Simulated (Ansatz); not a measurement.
`O=C[SiH2]O[SiH3]` + `O=C(S)[SeH]` → `O=C[Se]C(=O)S` + `[SiH3]O[SiH3]`  (substitution at a C–Si bond)

Computed with Ansatz on PBE0-D4/def2-TZVP structures; ΔE is electronic, products minus reactants. CCSD(T)/CBS adds triple-zeta CCSD(T) − MP2 to the extrapolated MP2 energy (def2 sets, frozen cores). Functionals use def2-TZVPP. B3LYP here is the variant with VWN-RPA as its local correlation; programs differ in this. For Se outer-core shells are correlated without core-valence functions, which leaves a few kJ/mol of doubt a bond. Scalar relativity is left out up to krypton. Each species was taken in one conformer, which may not be the lowest.

```json
{"level": "PBE-D4", "ΔE (kJ/mol)": "-18.0", "difference from CCSD(T)/CBS": "-16.0"}
{"level": "r2SCAN-D4", "ΔE (kJ/mol)": "-15.3", "difference from CCSD(T)/CBS": "-13.3"}
{"level": "ωB97X-V", "ΔE (kJ/mol)": "0.3", "difference from CCSD(T)/CBS": "2.3"}
{"level": "ωB97M-V", "ΔE (kJ/mol)": "0.9", "difference from CCSD(T)/CBS": "2.9"}
{"level": "PBE", "ΔE (kJ/mol)": "-18.4", "difference from CCSD(T)/CBS": "-16.4"}
{"level": "B3LYP", "ΔE (kJ/mol)": "-8.9", "difference from CCSD(T)/CBS": "-6.9"}
{"level": "HF/def2-TZVPP", "ΔE (kJ/mol)": "11.9", "difference from CCSD(T)/CBS": "13.9"}
{"level": "MP2/def2-TZVPP", "ΔE (kJ/mol)": "-10.9", "difference from CCSD(T)/CBS": "-8.9"}
{"level": "SCS-MP2/def2-TZVPP", "ΔE (kJ/mol)": "-6.8", "difference from CCSD(T)/CBS": "-4.8"}
{"level": "CCSD(T)/def2-TZVPP", "ΔE (kJ/mol)": "-3.8", "difference from CCSD(T)/CBS": "-1.8"}
{"level": "HF/def2-QZVPP", "ΔE (kJ/mol)": "11.9", "difference from CCSD(T)/CBS": "13.9"}
{"level": "MP2/def2-QZVPP", "ΔE (kJ/mol)": "-9.9", "difference from CCSD(T)/CBS": "-7.9"}
{"level": "SCS-MP2/def2-QZVPP", "ΔE (kJ/mol)": "-5.6", "difference from CCSD(T)/CBS": "-3.6"}
{"level": "HF/CBS(def2)", "ΔE (kJ/mol)": "11.9", "difference from CCSD(T)/CBS": "13.9"}
{"level": "MP2/CBS(def2)", "ΔE (kJ/mol)": "-9.1", "difference from CCSD(T)/CBS": "-7.1"}
{"level": "CCSD/CBS(def2)", "ΔE (kJ/mol)": "3.8", "difference from CCSD(T)/CBS": "5.8"}
{"level": "CCSD(T)/CBS", "ΔE (kJ/mol)": "-2.0", "difference from CCSD(T)/CBS": "0"}
```

Largest T1 diagnostic among the species: 0.017.

From PBE to PBE0 (25 % exact exchange), in def2-TZVPP and without D4, ΔE moves by +9.6 kJ/mol. In def2-TZVPP, CCSD(T) changes the Hartree–Fock value by −15.7 kJ/mol (the triples alone add −5.8 kJ/mol) and MP2 by −22.8 kJ/mol.
